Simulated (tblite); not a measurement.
A geometry optimisation, step by step.

C6H10B2S.
Atom-mapped SMILES: `[CH3:1][S:2][C:3]1=[CH:4][BH:5][CH:6]=[CH:7][CH2:8][BH:9]1` (hydrogens: H10, H11, H12 on C1; H13 on C4; H14 on B5; H15 on C6; H16 on C7; H17, H18 on C8; H19 on B9)

Computed with GFN2-xTB (tblite), gas phase: L-BFGS steps from a force-field or distance-geometry start until the largest atomic force falls under 0.01 eV/Å. 8 of its 139 geometries are shown.

Step 0: E = -641.1013 eV, largest atomic force 2.106 eV/Å
```
atom  x, y, z in Å  |  force x, y, z in eV/Å
C1      3.585   -0.325   -0.522    0.202   1.197  -0.093
S2      2.153   -1.394   -0.269   -0.116  -1.573   0.042
C3      0.614   -0.514   -0.152    0.066   0.275  -0.054
C4      0.639    0.827   -0.285   -1.130   0.737   0.541
B5     -0.613    1.781   -0.207    0.378  -0.091  -0.962
C6     -2.110    1.348   -0.255    0.955   1.204  -0.217
C7     -2.624    0.194    0.113   -1.871  -0.916   0.311
C8     -2.038   -1.054    0.675    0.033  -0.820  -0.027
B9     -0.629   -1.439    0.073    0.797  -0.584   0.252
H10     3.854    0.136    0.462   -0.047  -0.314  -0.943
H11     3.274    0.447   -1.258    0.421  -0.291   0.493
H12     4.440   -0.889   -0.958   -0.862   0.180   0.542
H13     1.605    1.297   -0.423   -0.044   0.150  -0.073
H14    -0.388    2.922   -0.458   -0.017  -0.172   0.346
H15    -2.851    2.082   -0.627    0.579  -0.314   0.239
H16    -3.716    0.124    0.007    0.146  -0.180   0.104
H17    -2.712   -1.937    0.459    0.323   1.008   0.170
H18    -2.049   -1.002    1.793    0.219   0.127  -0.733
H19    -0.444   -2.595   -0.160   -0.033   0.379   0.062
```

Step 20: E = -641.5302 eV, largest atomic force 0.076 eV/Å
```
atom  x, y, z in Å  |  force x, y, z in eV/Å
C1      3.497   -0.309   -0.525   -0.023   0.004   0.000
S2      2.125   -1.481   -0.275   -0.026   0.069  -0.020
C3      0.626   -0.525   -0.163    0.050  -0.010  -0.052
C4      0.612    0.828   -0.242    0.003  -0.021   0.039
B5     -0.611    1.762   -0.288   -0.015  -0.050  -0.005
C6     -2.096    1.350   -0.280   -0.028  -0.011  -0.006
C7     -2.670    0.193    0.077    0.007  -0.033   0.016
C8     -1.997   -1.054    0.544    0.013  -0.026   0.008
B9     -0.568   -1.484    0.056    0.032   0.008   0.021
H10     3.751    0.171    0.415   -0.034   0.039  -0.012
H11     3.232    0.422   -1.282    0.012  -0.014  -0.018
H12     4.333   -0.909   -0.870    0.008  -0.004   0.012
H13     1.570    1.328   -0.346    0.018   0.004   0.005
H14    -0.382    2.914   -0.386    0.012  -0.019   0.005
H15    -2.802    2.124   -0.567    0.023   0.050   0.016
H16    -3.757    0.125    0.080    0.056  -0.001  -0.042
H17    -2.701   -1.885    0.457   -0.036   0.036   0.005
H18    -1.837   -0.930    1.628   -0.018  -0.019   0.003
H19    -0.332   -2.632   -0.026   -0.053  -0.002   0.025
```

Step 39: E = -641.5492 eV, largest atomic force 0.052 eV/Å
```
atom  x, y, z in Å  |  force x, y, z in eV/Å
C1      3.466   -0.272   -0.570    0.000  -0.001  -0.002
S2      2.128   -1.492   -0.368    0.003   0.000   0.018
C3      0.624   -0.562   -0.171    0.034  -0.004   0.009
C4      0.623    0.792   -0.195    0.013  -0.004  -0.020
B5     -0.581    1.744   -0.237    0.020   0.012   0.014
C6     -2.070    1.360   -0.249   -0.009  -0.004  -0.017
C7     -2.660    0.197    0.053    0.000  -0.009   0.016
C8     -2.010   -1.056    0.530    0.031  -0.031   0.012
B9     -0.571   -1.509    0.092    0.035  -0.009  -0.038
H10     3.584    0.307    0.342   -0.017  -0.007  -0.014
H11     3.264    0.375   -1.420   -0.005  -0.026  -0.004
H12     4.364   -0.854   -0.754   -0.020  -0.003   0.003
H13     1.588    1.282   -0.295   -0.007   0.015  -0.009
H14    -0.323    2.887   -0.354   -0.006   0.037   0.029
H15    -2.756    2.153   -0.533   -0.015   0.023  -0.016
H16    -3.743    0.130   -0.004   -0.020  -0.003  -0.008
H17    -2.726   -1.876    0.437   -0.012   0.003  -0.005
H18    -1.860   -0.935    1.615   -0.026  -0.005   0.017
H19    -0.349   -2.663    0.088    0.000   0.016   0.015
```

Step 59: E = -641.5592 eV, largest atomic force 0.061 eV/Å
```
atom  x, y, z in Å  |  force x, y, z in eV/Å
C1      3.456   -0.277   -0.609    0.007  -0.015  -0.001
S2      2.131   -1.493   -0.336   -0.013   0.001   0.029
C3      0.634   -0.552   -0.152   -0.017   0.023   0.002
C4      0.634    0.802   -0.216   -0.024   0.007  -0.033
B5     -0.571    1.755   -0.167    0.017   0.003   0.032
C6     -2.056    1.358   -0.255    0.024   0.010  -0.016
C7     -2.652    0.192    0.027    0.002   0.025  -0.015
C8     -2.020   -1.061    0.525    0.040   0.002  -0.010
B9     -0.559   -1.494    0.142    0.053  -0.029   0.009
H10     3.520    0.408    0.232   -0.012  -0.023   0.002
H11     3.282    0.258   -1.538    0.027   0.005  -0.010
H12     4.369   -0.861   -0.675    0.019   0.014  -0.031
H13     1.591    1.292   -0.376   -0.035  -0.016   0.021
H14    -0.322    2.907   -0.135   -0.010  -0.028  -0.003
H15    -2.731    2.149   -0.570   -0.008   0.004   0.024
H16    -3.732    0.127   -0.067   -0.054  -0.018  -0.017
H17    -2.720   -1.887    0.373   -0.013   0.008  -0.017
H18    -1.942   -0.970    1.620   -0.008   0.023   0.023
H19    -0.322   -2.644    0.183    0.003   0.005   0.012
```

Step 79: E = -641.5644 eV, largest atomic force 0.039 eV/Å
```
atom  x, y, z in Å  |  force x, y, z in eV/Å
C1      3.466   -0.288   -0.646   -0.029  -0.006  -0.003
S2      2.135   -1.489   -0.322    0.013   0.012  -0.005
C3      0.639   -0.545   -0.135    0.015   0.006   0.001
C4      0.628    0.807   -0.216   -0.015   0.008   0.008
B5     -0.577    1.755   -0.105    0.006   0.030  -0.005
C6     -2.060    1.363   -0.239    0.021   0.015  -0.025
C7     -2.657    0.183   -0.026    0.012   0.020   0.017
C8     -2.026   -1.059    0.502   -0.029   0.000   0.011
B9     -0.543   -1.484    0.200   -0.013   0.020   0.018
H10     3.531    0.422    0.174    0.005  -0.014  -0.023
H11     3.290    0.215   -1.592    0.006   0.011   0.019
H12     4.378   -0.875   -0.701   -0.015   0.012  -0.009
H13     1.576    1.306   -0.402   -0.006  -0.036   0.013
H14    -0.326    2.903   -0.010   -0.022  -0.026   0.006
H15    -2.729    2.163   -0.550    0.009   0.003  -0.016
H16    -3.732    0.104   -0.177    0.035  -0.016  -0.001
H17    -2.705   -1.897    0.326   -0.016   0.002   0.001
H18    -2.002   -0.951    1.599    0.002  -0.028  -0.015
H19    -0.297   -2.625    0.327    0.023  -0.012   0.007
```

Step 99: E = -641.5763 eV, largest atomic force 0.075 eV/Å
```
atom  x, y, z in Å  |  force x, y, z in eV/Å
C1      3.428   -0.295   -0.761    0.019  -0.003  -0.017
S2      2.117   -1.485   -0.346    0.001  -0.029   0.036
C3      0.645   -0.531   -0.053    0.012  -0.007  -0.001
C4      0.638    0.822   -0.117    0.021  -0.019   0.001
B5     -0.567    1.765    0.027    0.010  -0.032   0.016
C6     -2.020    1.357   -0.275    0.004  -0.015   0.003
C7     -2.615    0.167   -0.134    0.010  -0.013  -0.022
C8     -2.039   -1.062    0.482    0.010   0.007   0.013
B9     -0.517   -1.446    0.393   -0.012   0.074   0.001
H10     3.600    0.372    0.080   -0.004   0.007  -0.028
H11     3.169    0.258   -1.660   -0.016   0.017   0.010
H12     4.314   -0.896   -0.942   -0.004   0.015   0.003
H13     1.583    1.320   -0.322   -0.007  -0.020   0.015
H14    -0.335    2.900    0.240   -0.018   0.000  -0.007
H15    -2.655    2.147   -0.672    0.006  -0.015   0.014
H16    -3.656    0.059   -0.429   -0.024   0.018  -0.008
H17    -2.646   -1.921    0.180   -0.020   0.016   0.016
H18    -2.209   -0.989    1.568   -0.008   0.001  -0.026
H19    -0.244   -2.532    0.749    0.020  -0.001  -0.017
```

Step 118: E = -641.5837 eV, largest atomic force 0.052 eV/Å
```
atom  x, y, z in Å  |  force x, y, z in eV/Å
C1      3.374   -0.290   -0.838    0.017   0.001  -0.002
S2      2.149   -1.479   -0.212   -0.041  -0.010  -0.006
C3      0.664   -0.531    0.045    0.021  -0.003   0.023
C4      0.658    0.821   -0.025    0.015  -0.013   0.017
B5     -0.553    1.754    0.110    0.022  -0.010  -0.019
C6     -1.980    1.348   -0.300    0.004  -0.036  -0.005
C7     -2.575    0.153   -0.218    0.013   0.015   0.006
C8     -2.042   -1.063    0.459    0.015   0.007  -0.007
B9     -0.512   -1.428    0.487    0.025  -0.014  -0.005
H10     3.650    0.408   -0.052   -0.009   0.021  -0.016
H11     2.974    0.228   -1.706    0.022  -0.003   0.019
H12     4.242   -0.878   -1.121   -0.019  -0.014  -0.013
H13     1.607    1.319   -0.205   -0.007   0.012   0.015
H14    -0.340    2.879    0.378   -0.009   0.035   0.009
H15    -2.579    2.139   -0.745   -0.014  -0.010   0.005
H16    -3.584    0.040   -0.603   -0.049  -0.010  -0.015
H17    -2.613   -1.934    0.121   -0.010   0.009  -0.017
H18    -2.305   -0.983    1.524    0.010   0.015   0.014
H19    -0.244   -2.493    0.907   -0.005   0.007  -0.002
```

Step 138: E = -641.5860 eV, largest atomic force 0.009 eV/Å
```
atom  x, y, z in Å  |  force x, y, z in eV/Å
C1      3.357   -0.292   -0.861   -0.004  -0.004   0.003
S2      2.155   -1.471   -0.171    0.001  -0.003  -0.002
C3      0.671   -0.526    0.088    0.002  -0.001  -0.001
C4      0.666    0.828    0.037   -0.001   0.002   0.007
B5     -0.552    1.759    0.120   -0.003   0.000   0.001
C6     -1.967    1.341   -0.319   -0.004   0.002   0.004
C7     -2.563    0.146   -0.241   -0.008   0.003   0.002
C8     -2.039   -1.065    0.451    0.003   0.004  -0.005
B9     -0.509   -1.432    0.497    0.004   0.001   0.001
H10     3.684    0.408   -0.096   -0.001  -0.005  -0.001
H11     2.914    0.230   -1.704    0.001  -0.001  -0.002
H12     4.198   -0.892   -1.193    0.003   0.006   0.000
H13     1.620    1.329   -0.105   -0.001   0.001  -0.003
H14    -0.354    2.891    0.375   -0.003  -0.002   0.002
H15    -2.565    2.127   -0.776    0.006  -0.004  -0.005
H16    -3.566    0.029   -0.642    0.002  -0.003  -0.004
H17    -2.615   -1.935    0.122   -0.001   0.004   0.003
H18    -2.299   -0.965    1.515    0.008  -0.003   0.003
H19    -0.245   -2.500    0.911   -0.005   0.003  -0.001
```

Task: Summarise the path.

Result: The energy falls by 0.4847 eV from step 0 to step 138; nine tenths of that is first reached at step 29. It falls at every step. The largest force goes from 2.106 to 0.009 eV/Å. Among the bonds C4–B5 changes most, from 1.576 to 1.535 Å; the atoms move by 0.491 Å rms after alignment.

Task: Follow the three bonds and two angles with the largest change from start to end.

Result: 
```json
{"step": "0", "E above end (eV)": "0.4847", "largest force (eV/Å)": "2.106", "C4–B5 (Å)": "1.576", "C8–H17 (Å)": "1.131", "C1–H10 (Å)": "1.120", "B9–C8–H18 (°)": "113.6", "C7–C8–B9 (°)": "114.3"}
{"step": "6", "E above end (eV)": "0.1240", "largest force (eV/Å)": "0.269", "C4–B5 (Å)": "1.542", "C8–H17 (Å)": "1.094", "C1–H10 (Å)": "1.090", "B9–C8–H18 (°)": "109.4", "C7–C8–B9 (°)": "119.7"}
{"step": "12", "E above end (eV)": "0.0774", "largest force (eV/Å)": "0.188", "C4–B5 (Å)": "1.535", "C8–H17 (Å)": "1.095", "C1–H10 (Å)": "1.087", "B9–C8–H18 (°)": "105.2", "C7–C8–B9 (°)": "121.2"}
{"step": "18", "E above end (eV)": "0.0583", "largest force (eV/Å)": "0.091", "C4–B5 (Å)": "1.538", "C8–H17 (Å)": "1.092", "C1–H10 (Å)": "1.085", "B9–C8–H18 (°)": "102.3", "C7–C8–B9 (°)": "122.9"}
{"step": "24", "E above end (eV)": "0.0524", "largest force (eV/Å)": "0.055", "C4–B5 (Å)": "1.539", "C8–H17 (Å)": "1.093", "C1–H10 (Å)": "1.087", "B9–C8–H18 (°)": "101.3", "C7–C8–B9 (°)": "122.9"}
{"step": "30", "E above end (eV)": "0.0462", "largest force (eV/Å)": "0.111", "C4–B5 (Å)": "1.539", "C8–H17 (Å)": "1.091", "C1–H10 (Å)": "1.089", "B9–C8–H18 (°)": "101.2", "C7–C8–B9 (°)": "123.2"}
{"step": "36", "E above end (eV)": "0.0382", "largest force (eV/Å)": "0.047", "C4–B5 (Å)": "1.536", "C8–H17 (Å)": "1.093", "C1–H10 (Å)": "1.086", "B9–C8–H18 (°)": "100.3", "C7–C8–B9 (°)": "123.6"}
{"step": "42", "E above end (eV)": "0.0357", "largest force (eV/Å)": "0.046", "C4–B5 (Å)": "1.537", "C8–H17 (Å)": "1.092", "C1–H10 (Å)": "1.087", "B9–C8–H18 (°)": "101.0", "C7–C8–B9 (°)": "123.4"}
{"step": "48", "E above end (eV)": "0.0324", "largest force (eV/Å)": "0.092", "C4–B5 (Å)": "1.538", "C8–H17 (Å)": "1.093", "C1–H10 (Å)": "1.085", "B9–C8–H18 (°)": "102.1", "C7–C8–B9 (°)": "123.1"}
{"step": "54", "E above end (eV)": "0.0295", "largest force (eV/Å)": "0.038", "C4–B5 (Å)": "1.535", "C8–H17 (Å)": "1.093", "C1–H10 (Å)": "1.086", "B9–C8–H18 (°)": "102.1", "C7–C8–B9 (°)": "123.0"}
{"step": "60", "E above end (eV)": "0.0263", "largest force (eV/Å)": "0.036", "C4–B5 (Å)": "1.537", "C8–H17 (Å)": "1.093", "C1–H10 (Å)": "1.087", "B9–C8–H18 (°)": "101.4", "C7–C8–B9 (°)": "123.1"}
{"step": "66", "E above end (eV)": "0.0246", "largest force (eV/Å)": "0.035", "C4–B5 (Å)": "1.536", "C8–H17 (Å)": "1.093", "C1–H10 (Å)": "1.087", "B9–C8–H18 (°)": "101.3", "C7–C8–B9 (°)": "123.5"}
{"step": "72", "E above end (eV)": "0.0234", "largest force (eV/Å)": "0.030", "C4–B5 (Å)": "1.536", "C8–H17 (Å)": "1.094", "C1–H10 (Å)": "1.086", "B9–C8–H18 (°)": "101.6", "C7–C8–B9 (°)": "123.7"}
{"step": "78", "E above end (eV)": "0.0220", "largest force (eV/Å)": "0.040", "C4–B5 (Å)": "1.538", "C8–H17 (Å)": "1.092", "C1–H10 (Å)": "1.087", "B9–C8–H18 (°)": "101.6", "C7–C8–B9 (°)": "123.9"}
{"step": "84", "E above end (eV)": "0.0190", "largest force (eV/Å)": "0.061", "C4–B5 (Å)": "1.537", "C8–H17 (Å)": "1.094", "C1–H10 (Å)": "1.086", "B9–C8–H18 (°)": "101.2", "C7–C8–B9 (°)": "123.2"}
{"step": "90", "E above end (eV)": "0.0162", "largest force (eV/Å)": "0.079", "C4–B5 (Å)": "1.538", "C8–H17 (Å)": "1.094", "C1–H10 (Å)": "1.086", "B9–C8–H18 (°)": "101.1", "C7–C8–B9 (°)": "123.4"}
{"step": "96", "E above end (eV)": "0.0118", "largest force (eV/Å)": "0.064", "C4–B5 (Å)": "1.537", "C8–H17 (Å)": "1.093", "C1–H10 (Å)": "1.087", "B9–C8–H18 (°)": "102.7", "C7–C8–B9 (°)": "123.6"}
{"step": "102", "E above end (eV)": "0.0086", "largest force (eV/Å)": "0.047", "C4–B5 (Å)": "1.536", "C8–H17 (Å)": "1.095", "C1–H10 (Å)": "1.086", "B9–C8–H18 (°)": "103.2", "C7–C8–B9 (°)": "123.4"}
{"step": "108", "E above end (eV)": "0.0069", "largest force (eV/Å)": "0.031", "C4–B5 (Å)": "1.536", "C8–H17 (Å)": "1.095", "C1–H10 (Å)": "1.086", "B9–C8–H18 (°)": "103.2", "C7–C8–B9 (°)": "123.3"}
{"step": "114", "E above end (eV)": "0.0052", "largest force (eV/Å)": "0.051", "C4–B5 (Å)": "1.535", "C8–H17 (Å)": "1.094", "C1–H10 (Å)": "1.088", "B9–C8–H18 (°)": "104.1", "C7–C8–B9 (°)": "123.1"}
{"step": "120", "E above end (eV)": "0.0018", "largest force (eV/Å)": "0.038", "C4–B5 (Å)": "1.535", "C8–H17 (Å)": "1.095", "C1–H10 (Å)": "1.086", "B9–C8–H18 (°)": "103.2", "C7–C8–B9 (°)": "123.2"}
{"step": "126", "E above end (eV)": "0.0008", "largest force (eV/Å)": "0.018", "C4–B5 (Å)": "1.535", "C8–H17 (Å)": "1.095", "C1–H10 (Å)": "1.087", "B9–C8–H18 (°)": "102.7", "C7–C8–B9 (°)": "123.3"}
{"step": "132", "E above end (eV)": "0.0004", "largest force (eV/Å)": "0.025", "C4–B5 (Å)": "1.535", "C8–H17 (Å)": "1.094", "C1–H10 (Å)": "1.086", "B9–C8–H18 (°)": "102.8", "C7–C8–B9 (°)": "123.2"}
{"step": "138", "E above end (eV)": "0.0000", "largest force (eV/Å)": "0.009", "C4–B5 (Å)": "1.535", "C8–H17 (Å)": "1.094", "C1–H10 (Å)": "1.087", "B9–C8–H18 (°)": "102.9", "C7–C8–B9 (°)": "123.0"}
```

What follows is the cost of the whole relaxation. The run took 0.94 s on an Arm Neoverse V2 with one thread, shared host with 32 logical CPUs at a one-minute load of 26.
